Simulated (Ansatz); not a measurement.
Mulliken charges of C₂H₅AlGe (`C#[C][AlH][GeH3]`) from ωB97M-V/def2-TZVPP in Ansatz (PBE0-D4/def2-TZVP geometry).

```
atom   x (Å)   y (Å)   z (Å)  charge (e)
  C1  -0.256   1.151  -2.700       0.030
  C2   0.057   1.052  -1.534      -0.540
 Al3   0.526   0.851   0.302       0.555
 Ge4  -0.123  -1.237   1.453      -0.206
  H5  -0.530   1.242  -3.727       0.230
  H6   1.291   2.037   1.016      -0.104
  H7  -0.061  -2.465   0.527       0.015
  H8   0.759  -1.537   2.680       0.010
  H9  -1.575  -1.141   1.966       0.008
```

Q: By hand: the dipole of these point charges (1 e Å = 4.8032 D).

A: Σ q r = (0.017, 0.206, -0.297) e Å, of length 0.362 e Å = 1.74 D.

Q: How does the dipole of the full density compare? (An estimate is asked.)

A: Computed: (-0.004, 0.068, -0.161) e Å, 0.84 D; the point charges give 2.07 times that, at 13° from its direction.

Point charges leave out the atoms' own dipoles, such as those of lone pairs, and Mulliken's split depends on the basis, so the two needn't agree.
